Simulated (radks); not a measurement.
Ionisation ladder of carbon, from C I to C III. Each ion is in the ground configuration listed by NIST, and IE = E(next ion) - E(this ion). Calculated with a radial shooting solver on a logarithmic mesh with Libxc functionals: non-relativistic Kohn-Sham, PBEsol, spin-polarised, spherical densities, point nucleus; open shells are filled with parallel spins first.

[
 {"species": "C I", "configuration": "[He] 2s2 2p2", "IE, Delta-SCF (eV)": "11.617", "-e(HOMO) (eV)": "6.057", "HOMO": "2p up", "IE, NIST (eV)": "11.260", "kind": "exp.", "error (eV)": "+0.357"},
 {"species": "C II", "configuration": "[He] 2s2 2p1", "IE, Delta-SCF (eV)": "24.465", "-e(HOMO) (eV)": "17.651", "HOMO": "2p up", "IE, NIST (eV)": "24.383", "kind": "exp.", "error (eV)": "+0.082"},
 {"species": "C III", "configuration": "[He] 2s2", "IE, Delta-SCF (eV)": "46.824", "-e(HOMO) (eV)": "40.160", "HOMO": "2s", "IE, NIST (eV)": "47.888", "kind": "exp.", "error (eV)": "-1.064"}
]

Reference values: NIST Atomic Spectra Database (measured). The ionisation energy per charge of the ion left behind rises most, in proportion, at C III ([He] 2s2), from 12.232 to 15.608 eV. Against the entries that are not theoretical the mean signed error is +0.4 % and the largest +3.2 %. Open shells are spherical and high-spin; term and fine-structure splittings are not resolved.
